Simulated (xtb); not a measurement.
C$_{2}$H$_{5}$, charge -1, singlet, at a GFN2-xTB geometry. Base run: GFN2-xTB (xtb 6.7.1).

Input for xtb:
```
$ xtb mol.xyz --gfn 2 --chrg -1 --json

# file mol.xyz
7

C     -0.01030605     0.12039198     0.84239216
C      0.00777321     0.03042594    -0.68103923
H     -0.90060325    -0.50218287     1.18466735
H      0.87721669    -0.49440679     1.20530634
H      0.01788960    -0.99414568    -1.16642992
H     -0.87309007     0.53904978    -1.10608662
H      0.89378407     0.54677798    -1.08557470
```

Variants of this job, named by their change:

| change | ΔE vs base (kJ/mol) | HOMO-LUMO gap (eV) | G_solv (kcal/mol) | SCF cycles |
|---|---|---|---|---|
| base | 0.00 | 9.52 | - | 9 |
| alpb = toluene | ? | ? | ? | 9 |
| gbsa = toluene | -244.3 | 9.75 | -58.66 | 9 |
| acc = 30 | 0.00 | 9.52 | - | 7 |
| etemp = 3000 | 0.00 | 9.52 | - | 9 |
| acc = 0.1 | 0.00 | 9.52 | - | 11 |
| gbsa = chcl3 | ? | ? | ? | 9 |

Task: Fill in the missing entries.

Result: 
- alpb = toluene, ΔE vs base (kJ/mol): -218.5
- alpb = toluene, HOMO-LUMO gap (eV): 9.67
- alpb = toluene, G_solv (kcal/mol): -52.33
- gbsa = chcl3, ΔE vs base (kJ/mol): -254.0
- gbsa = chcl3, HOMO-LUMO gap (eV): 9.84
- gbsa = chcl3, G_solv (kcal/mol): -61.24

ALPB and GBSA are two models with their own fitted parameters for each solvent, which aren't always the measured dielectric constant.
